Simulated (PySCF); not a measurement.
**Spinor energies of Sm³⁴⁺ (samarium, charge +34)**

Start: [Ar] 3d10. Calculated with PySCF 2.14 in an even-tempered Gaussian basis (16 s from 6.2 bohr⁻², ratio 2.8; 13 p from 8.1 bohr⁻², ratio 2.8; 8 d from 8.1 bohr⁻², ratio 2.8; 3 f from 33 bohr⁻², ratio 3): generalised Hartree-Fock with the X2C-1e Hamiltonian and a Gaussian nucleus; one run each with spin-orbit coupling (SO) switched off, then screened by Boettger's factors.

```json
{"spinor shell": "1s1/2", "electrons": "2", "ε, spin-free (eV)": "-48438.3", "ε, screened SO (eV)": "-48431.0", "weight of nominal j (screened SO)": "1.000", "rms radius, screened SO (bohr)": "0.0259"}
{"spinor shell": "2s1/2", "electrons": "2", "ε, spin-free (eV)": "-9140.7", "ε, screened SO (eV)": "-9138.6", "weight of nominal j (screened SO)": "1.000", "rms radius, screened SO (bohr)": "0.105"}
{"spinor shell": "2p1/2", "electrons": "2", "ε, spin-free (eV)": "-8297.7", "ε, screened SO (eV)": "-8724.0", "weight of nominal j (screened SO)": "1.000", "rms radius, screened SO (bohr)": "0.0898"}
{"spinor shell": "3s1/2", "electrons": "2", "ε, spin-free (eV)": "-3011.8", "ε, screened SO (eV)": "-3011.2", "weight of nominal j (screened SO)": "1.000", "rms radius, screened SO (bohr)": "0.267"}
{"spinor shell": "3p1/2", "electrons": "2", "ε, spin-free (eV)": "-2741.8", "ε, screened SO (eV)": "-2833.7", "weight of nominal j (screened SO)": "1.000", "rms radius, screened SO (bohr)": "0.258"}
{"spinor shell": "3p3/2", "electrons": "4", "ε, spin-free (eV)": "-2741.8", "ε, screened SO (eV)": "-2701.8", "weight of nominal j (screened SO)": "1.000", "rms radius, screened SO (bohr)": "0.270"}
{"spinor shell": "3d3/2", "electrons": "4", "ε, spin-free (eV)": "-2387.6", "ε, screened SO (eV)": "-2404.6", "weight of nominal j (screened SO)": "1.000", "rms radius, screened SO (bohr)": "0.240"}
{"spinor shell": "3d5/2", "electrons": "6", "ε, spin-free (eV)": "-2387.6", "ε, screened SO (eV)": "-2376.0", "weight of nominal j (screened SO)": "1.000", "rms radius, screened SO (bohr)": "0.243"}
```

**Question.** Where does 2p3/2 lie, and what is the 2p spin-orbit splitting (screened SO)?

**Answer.** At -8113.9 eV, 610.11 eV above 2p1/2.

| quantity | spin-free | screened SO |
| --- | --- | --- |
| E (hartree) | -9762.94738 | -9768.70610 |
| M_J | 0 | 0 |
| ⟨J²⟩ | 0.000 | 0.000 |
| ⟨L²⟩ | 0.000 | 0.028 |
| ⟨S²⟩ | 0.000 | 0.028 |

Breit and QED terms are absent; they matter most for the inner s and p1/2 levels.

Densities and radii are taken from the X2C orbitals without a picture-change correction, which distorts them close to the nucleus.

Without spin-orbit coupling the j labels of p, d and f shells carry no meaning; the spin-free column gives the mean over the occupied spinors of each nl shell.
